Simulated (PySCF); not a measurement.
Löwdin shares of the frontier orbitals

Species: CH₈OP₂Si.
Z-matrix (Å and degrees, PBE0-D3(BJ)/def2-SVP geometry), rows numbered from 1:
```
C 
O   1  1.4026
Si  2  1.6664  1  124.00
P   3  2.2679  2  108.91  1   -58.20
P   3  2.2509  2  109.28  1   178.39
H   1  1.1054  2  111.77  3   -67.80
H   1  1.1056  2  112.09  3    53.59
H   1  1.1004  2  108.64  3   173.02
H   3  1.4993  2  110.65  1    58.71
H   4  1.4292  3   92.56  2  -178.49
H   4  1.4293  3   94.25  2   -84.27
H   5  1.4302  3   93.19  2   -46.81
H   5  1.4294  3   92.15  2    46.85
```

Method: TDDFT wB97X-D/def2-SVPD, vertical, gas phase, core orbitals frozen in the response (PySCF).

Kohn–Sham orbitals with the atoms that hold most of them (Löwdin shares over 4%, at most four atoms; ? is withheld):

| orbital | ε (eV) | atoms |
| --- | --- | --- |
| HOMO-3 | -10.93 | O2 44%, P4 12%, C1 11%, Si3 8% |
| HOMO-2 | -10.22 | O2 35%, P4 17%, Si3 10%, P5 8% |
| HOMO-1 | -9.69 | ? |
| HOMO | ? | P4 45%, P5 20%, Si3 14%, O2 7% |
| LUMO | 1.59 | ? |
| LUMO+1 | 1.86 | P4 29%, Si3 20%, P5 17%, H11 10% |
| LUMO+2 | 2.00 | P5 25%, P4 22%, Si3 16%, H12 9% |

Q: Give the leading atoms of the HOMO-1.

A: P5 (bonded to Si and 2 H) 51%; Si3 (bonded to O, 2 P and H) 10%; P4 (bonded to Si and 2 H) 10%; O2 (bonded to C and Si) 9%. By element: phosphorus 61%, silicon 10%, oxygen 9%.

Q: Give the leading atoms of the LUMO.

A: P4 (bonded to Si and 2 H) 23%; P5 (bonded to Si and 2 H) 21%; Si3 (bonded to O, 2 P and H) 20%; H10 (bonded to P) 7%. By element: phosphorus 44%, silicon 20%, hydrogen 7% or more.

Q: What is the HOMO energy, and the HOMO–LUMO gap?

A: ε(HOMO) = -9.07 eV; the gap is 10.66 eV (0.3919 hartree).

Q: The HOMO–LUMO gap is 10.66 eV. Where does the response calculation put the lowest singlet, and from which orbitals?

A: S1 is at 6.26 eV (f = 0.0089), 4.40 eV below the gap, made of HOMO→LUMO+1 (67%), HOMO→LUMO+2 (17%). Its leading pair isn't HOMO and LUMO; the energies of that pair differ by 10.93 eV. Without the coupling terms of the response equations the lowest excitation would equal the gap.

Next come S2 at 6.53 eV (f 0.062), HOMO→LUMO+2 (33%), HOMO→LUMO (18%), HOMO-1→LUMO+1 (15%); S3 at 6.59 eV (f 0.025), HOMO→LUMO (66%), HOMO→LUMO+2 (12%); S4 at 6.90 eV (f 0.025), HOMO→LUMO+3 (80%); S5 at 7.08 eV (f 0.031), HOMO-1→LUMO (74%).

Löwdin shares depend on the basis, the more so with diffuse functions.

One conformer stands for the species.
